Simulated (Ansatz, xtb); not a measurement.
# How methods differ on C2H8GaN (SMILES [CH3][Ga]([CH3])[NH2])

C2H8GaN: 12 atoms, total charge 0, spin state singlet. SMILES: `[CH3][Ga]([CH3])[NH2]`. Geometry: relaxed at PBE0-D4/def2-TZVP.

Each level gives the vertical energy of the triplet above the singlet (eV). The values are calculated.

```json
{"level": "GFN0-xTB", "kind": "semi-empirical", "program": "xtb", "value (eV)": "4.54", "CPU time (all runs)": "under 2 s"}
{"level": "HF/cc-pVDZ", "kind": "Hartree–Fock", "program": "Ansatz", "value (eV)": "4.62", "CPU time (all runs)": "80 s"}
{"level": "SVWN5/cc-pVDZ", "kind": "LDA", "program": "Ansatz", "value (eV)": "5.19", "CPU time (all runs)": "31 s"}
{"level": "BLYP/cc-pVDZ", "kind": "GGA", "program": "Ansatz", "value (eV)": "5.09", "CPU time (all runs)": "61 s"}
{"level": "r2SCAN/cc-pVDZ", "kind": "meta-GGA", "program": "Ansatz", "value (eV)": "5.12", "CPU time (all runs)": "2.3 min"}
{"level": "B3LYP/cc-pVDZ", "kind": "global hybrid", "program": "Ansatz", "value (eV)": "5.35", "CPU time (all runs)": "78 s"}
{"level": "PBE0/cc-pVDZ", "kind": "global hybrid", "program": "Ansatz", "value (eV)": "5.30", "CPU time (all runs)": "1.8 min"}
{"level": "MP2/cc-pVDZ", "kind": "perturbation theory", "program": "Ansatz", "value (eV)": "5.61", "CPU time (all runs)": "77 s"}
{"level": "CCSD/cc-pVDZ", "kind": "coupled cluster or CI", "program": "Ansatz", "value (eV)": "5.36", "CPU time (all runs)": "6.2 min"}
```

All-electron rows without a relativistic Hamiltonian named are non-relativistic. The values span 4.54 to 5.61 eV. The xTB rows lack spin polarisation, so open shells miss the exchange term that lowers them. A triplet this far above the singlet is often a Rydberg-like or dissociative state; sets without diffuse functions put Rydberg states too high. In the correlated wave-function rows the outer d shell of Ga is correlated, in sets not made for it. Times are those of the runs behind each value, whatever else they computed, on shared processors of several kinds: orders of magnitude only.
